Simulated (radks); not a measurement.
Results of a calculation; reference values are marked as such.
Spherical jellium clusters: N electrons in a uniform positive sphere of charge N and radius rs N^(1/3), rs = 3.46 bohr. Level of theory: non-relativistic Kohn-Sham, LDA (Slater exchange, Perdew-Wang correlation), spin-polarised, spherical densities (a radial shooting solver with Libxc functionals). Levels are named by radial order and angular momentum (1s, 1p, 1d, 2s, ...), and open shells are averaged over m.

N = 17, configuration 1s2 1p6 1d(up 5, down 4). This is the lowest configuration that the search found. Occupied and some empty levels:

level    occupation  eigenvalue (eV)  <r> (bohr)
1s up             1          -6.0236       5.374
1s down           1          -5.9497       5.329
1p up             3          -4.8062       6.602
1p down           3          -4.7128       6.597
1d up             5          -3.3786       7.506
1d down           4          -3.2835       7.525
2s up             0          -2.9559       6.559
2s down           0          -2.9079       6.597
1f up             0          -1.7968       8.406
1f down           0          -1.7102       8.451
2p up             0          -1.3309       8.647
2p down           0          -1.2859       8.708

Energy (eV): total -29.9016, kinetic 38.100, external -1039.5, Hartree 510.52, exchange-correlation -69.410, background 530.36.

Electron density:

r (bohr)  n(r) (e/bohr^3)
0.290            0.002980
1.38             0.003353
2.47             0.004218
3.56             0.005429
4.66             0.006523
5.75             0.006803
6.84             0.005767
7.93             0.003737
9.02             0.001806
10.1            0.0006960
11.2            0.0002379
12.3           0.00007557
13.4           0.00002302
14.5            6.845e-06
